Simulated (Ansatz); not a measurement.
This Ansatz (a quantum-chemistry and plane-wave program) input (CCSD(T)/pcseg-1) gives -76.21725 Eh with 24 basis functions. A basis named .json is the Basis Set Exchange file of that set (core-valence sets with the plain set on hydrogen).

Ansatz 0.2 input:
```yaml
crystal:
  periodic: [false, false, false]
  atoms:
    - {symbol: O, position_ang: [-0.28909318, -0.28996304, -0.25831172]}
    - {symbol: H, position_ang: [-0.60312612, 0.57263896, 0.03775842]}
    - {symbol: H, position_ang: [0.61646415, -0.15317731, -0.56100456]}
basis:
  gaussian:
    orbitals: pcseg-1.json
magnetization: {spin_polarized: false}
correlation: {method: ccsd_t, electrons: outside_noble_gas}
```

Change:
```diff
- orbitals: pcseg-1.json
+ orbitals: 6-311+G__.json
```

Task: What does the run give now?

Result: -76.28618 Eh (CCSD(T)/6-311+G**, 34 functions), a change of -68.93 mEh.
